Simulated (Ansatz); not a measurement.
CH4FNOSi can be A, `N[Si]1(F)CO1`, or B, `F[SiH]1NCO1`.

Calculated with Ansatz (gas phase, PBE0-D4/def2-TZVP geometries, no zero-point term in ΔE). CCSD(T)/CBS adds triple-zeta CCSD(T) − MP2 to the extrapolated MP2 energy (def2 sets, frozen cores). DFT in def2-TZVPP. B3LYP here is the variant with VWN-RPA as its local correlation; programs differ in this. Each species was taken in one conformer, which may not be the lowest.

Problem. Which is lower in electronic energy at CCSD(T)/CBS, and by how much? (Best estimate.)

Solution. The calculation gave: B, by 26.8 kJ/mol.

Problem. Give E(B) − E(A) in kJ/mol with r2SCAN-D4, HF/def2-TZVPP, B2PLYP, B3LYP, BLYP-D4, ωB97M-V, LDA (SPW92). (Best estimate.)

Solution. The calculation gave: r2SCAN-D4 -20.1, HF/def2-TZVPP -45.1, B2PLYP -25.4, B3LYP -23.5, BLYP-D4 -16.4, ωB97M-V -28.1, LDA (SPW92) -32.1. None reverses the order clearly.

Problem. Does the order hold for the free energy at 298.15 K (harmonic terms from PBE0-D4)? (Estimate.)

Solution. Computed: Yes: G(B) − G(A) = -23.2 kJ/mol, for one conformer each.

Largest T1 diagnostic: 0.012.

From PBE to PBE0 (25 % exact exchange), in def2-TZVPP and without D4, E(B) − E(A) moves by −8.1 kJ/mol. In def2-TZVPP, CCSD(T) changes the Hartree–Fock value by +15.3 kJ/mol (the triples alone add +2.1 kJ/mol) and MP2 by +17.3 kJ/mol.
